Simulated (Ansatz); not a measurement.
Ansatz (an electronic-structure program) input for SiF2I2, SMILES F[Si](F)(I)I, PBE/def2-SVPD. Geometry optimised at B3LYP-D3(BJ)/def2-SVP. The def2 effective core potentials stand for the cores of I; spin–orbit coupling is left out.

Ansatz 0.2 input:
```yaml
crystal:
  periodic: [false, false, false]
  atoms:
    - {symbol: F, position_ang: [0.00000000, -1.29050994, -1.85533598]}
    - {symbol: Si, position_ang: [-0.00000000, 0.00000000, -0.89444215]}
    - {symbol: F, position_ang: [-0.00000001, 1.29050994, -1.85533598]}
    - {symbol: I, position_ang: [-2.02923232, -0.00000000, 0.43319092]}
    - {symbol: I, position_ang: [2.02923233, 0.00000000, 0.43319092]}
basis:
  gaussian:
    orbitals: def2-SVPD
hamiltonian:
  xc: {name: PBE}
```

It prints:

```
WARN ansatz: RAYON_NUM_THREADS=1 ignored (pool sized by the plan → 1); use --threads N
Functional definition: PBE
integrals: 0.09 GiB planned
1360 factors; their error is unknown
mean field: 0.51 GiB planned
mean field evaluation 1: about -29499.0542 eV, gradient 4.7e1 eV
mean field evaluation 2: about -29481.4717 eV, gradient 1.2e2 eV
mean field evaluation 4: about -29502.3780 eV, gradient 3.7e0 eV
mean field evaluation 8: about -29502.3868 eV, gradient 8.2e-2 eV
mean field -29502.38684644 eV, -1084.1927191705 hartree, gradient 5.0e-5 eV, S^2 0.000000; 0 other end points of the search recorded, 0 dependent functions left out
reference -29502.38691753 eV, -1084.1927217830 hartree; 41, 41 occupied and 99, 99 virtual orbitals, 1360 factors
Total energy: -29502.38691753 eV, -1084.1927217830 hartree
```

The run converged.

Cost: roughly 7 core-seconds.
